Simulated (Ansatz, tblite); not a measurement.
Cost and result up the ladder for B(PH3)Cl3 (BPH3Cl3) (8 atoms). Total charge 0; singlet. Geometry: B3LYP-D4/def2-SVP.

```csv
atom,x (Å),y (Å),z (Å)
B1,0.390,-0.241,0.980
P2,-0.341,0.211,-0.858
H3,0.227,1.342,-1.487
H4,-1.725,0.493,-0.917
H5,-0.194,-0.791,-1.844
Cl6,0.030,1.258,1.973
Cl7,2.174,-0.544,0.679
Cl8,-0.561,-1.728,1.475
```

Ansatz on 4 threads of Arm Neoverse V1 on a shared host; xTB runs through tblite on one thread. Times are rough, summed over both states, and most runs start from the orbitals of an earlier one. No level here is sound enough to serve as a yardstick. The other state is a triplet.

The xTB rows come from tblite.

xTB has no spin-polarisation term.

```csv
level,functions,wall time,vertical triplet (eV)
GFN2-xTB,43,0.015 s,5.40
GFN1-xTB,46,0.017 s,6.35
PBE-D4/def2-TZVP,197,11 s,5.80
r2SCAN-D4/def2-TZVP,197,26 s,5.99
```
